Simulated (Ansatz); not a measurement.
```yaml
crystal:
  periodic: [false, false, false]
  atoms:
    - {symbol: C, position_ang: [-0.964067, 0.921301, -1.262014]}
    - {symbol: C, position_ang: [-0.750027, -0.454390, -0.894127]}
    - {symbol: Al, position_ang: [0.399691, -1.014080, 0.563757]}
    - {symbol: N, position_ang: [1.265644, 0.156245, 1.452312]}
    - {symbol: H, position_ang: [-1.636416, 1.205113, -2.084359]}
    - {symbol: H, position_ang: [-0.420301, 1.674861, -0.777208]}
    - {symbol: H, position_ang: [-1.345580, -1.119035, -1.507655]}
    - {symbol: H, position_ang: [0.490551, -2.547419, 0.931096]}
    - {symbol: H, position_ang: [1.876894, 0.025991, 2.194213]}
    - {symbol: H, position_ang: [1.302262, 1.253078, 1.335913]}
basis:
  gaussian: {orbitals: aug-cc-pVDZ}
hamiltonian: {xc: {name: HF}}
correlation: {method: mp2, frozen_orbitals: {C: 9}}
```

```sh
$ ansatz run in.yaml --threads 2 --pin off --events-out ev --progress --plain --max-ram 4352MiB
```

It prints (some lines left out):

```
Functional definition: HF
Error: "frozen_orbitals" has no count for Al
```

In this input frozen orbitals are typed for one element alone, and the program wants a count for each. The program refused the input.
